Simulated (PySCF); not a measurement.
Cd(F)(SeH) (CdFHSe), SMILES [F][Cd][SeH]. The structure is a stationary point at B3LYP-D3(BJ)/def2-TZVP. The def2 effective core potentials stand for the cores of Cd; spin–orbit coupling is left out. One conformer was computed; it need not be the lowest.

Level of theory: B3LYP-D3(BJ)/def2-TZVP (PySCF).

Harmonic wavenumbers (cm⁻¹): 96, 99, 234, 565, 602, 2394. Rotational constants (GHz): 234.0, 1.163, 1.158; symmetry number 1.

Question: Work out the zero-point energy and the ideal-gas rigid-rotor harmonic-oscillator thermochemistry at 298.15 K and 1 atm.

Answer: ZPE = ½ Σ hcν = ½ × 3990 cm⁻¹ = 5.70 kcal/mol. H − E(el) = 9.54 kcal/mol. Entropy in cal/(mol K): translation 41.95, rotation 24.44, vibration 9.82, total 76.21. G − E(el) = -13.19 kcal/mol. Cp = 15.78 cal/(mol K). Modes under 150 cm⁻¹ make the vibrational entropy uncertain.
